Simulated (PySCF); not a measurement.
# Assignment exercise: C6H11FOSi

Structure with atom numbers: `[F:1][C@@H:2]1[CH2:3][CH2:4][CH:5]=[CH:6][C@H:7]1[O:8][SiH3:9]`; H(Xn) means a hydrogen on atom n. Ha(C3), Ha(C4) are cis to F1 on the ring; Hb(C3), Hb(C4) are trans to F1 on the ring.

Method: σ from GIAO-PBE0/pcSseg-1, geometry: GFN2-xTB, in PySCF 2.14 (non-relativistic, one averaged value for each set of equivalent atoms, no solvent, a single conformation).

Chemical shifts δ = σref − σ; TMS for 13C and 1H, all at this level.

Question: Assign these signals to the numbered atoms. 13C{1H} NMR (computed): δ 138.1, 135.1, 99.2, 78.8, 31.4, 29.2.

Answer: 
```tsv
δ (ppm)	atoms	environment	reason
138.1	C6	alkene CH	as expected for a trigonal carbon in a double bond
135.1	C5	alkene CH	–
99.2	C2	sp3 CH bonded to F	pulled downfield by the heteroatom
78.8	C7	allylic sp3 CH bonded to O	deshielded by the electronegative neighbour
31.4	C3	sp3 CH2 in a ring	a saturated carbon with 2 carbon neighbours and no heteroatom attached
29.2	C4	allylic sp3 CH2	a saturated carbon with 2 carbon neighbours and no heteroatom attached
```

Question: Assign these signals to the numbered atoms. 1H NMR (400 MHz, computed): δ 5.95 (m, 1H), 5.89 (m, 1H), 5.02 (s, 3H), 4.70 (m, 1H), 4.41 (m, 1H), 2.35 (m, 1H), 2.23 (m, 1H), 2.09 (m, 1H), 1.77 (m, 1H).

Answer: 
| δ (ppm) | atoms | environment | reason |
| --- | --- | --- | --- |
| 5.95 | H(C5) | hydrogen on an alkene CH | attached to an sp2 carbon and in the plane of the double bond |
| 5.89 | H(C6) | hydrogen on an alkene CH | – |
| 5.02 | H(Si9) | hydrogen on a silicon bonded to O | – |
| 4.70 | H(C2) | hydrogen on an sp3 CH bonded to F | its carbon carries F, hence the downfield position |
| 4.41 | H(C7) | hydrogen on an allylic sp3 CH bonded to O | its carbon carries O, hence the downfield position |
| 2.35 | Hb(C4) | hydrogen on an allylic sp3 CH2 | allylic position |
| 2.23 | Ha(C4) | hydrogen on an allylic sp3 CH2 | – |
| 2.09 | Hb(C3) | hydrogen on an sp3 CH2 in a ring | – |
| 1.77 | Ha(C3) | hydrogen on an sp3 CH2 in a ring | – |

H(C5) and H(C6) lie closer than the usual error of such a calculation, so a measured spectrum could show them in the other order.

Splittings by 19F in the carbon and heteronuclear signals aren't shown, as no couplings were computed. Shifts are as computed. Against solution values, carbons near 30 ppm lie about +3 ppm off and those near 130 ppm about +5 ppm. Of 1309 compounds with measured shifts, 239 miss one by over three times the rms of a fit or turn the order of signals round; such compounds aren't used in these exercises. Multiplicities follow the n + 1 count of equivalent neighbours, as no J values were calculated; m marks all less simple cases, F and P coupling included.
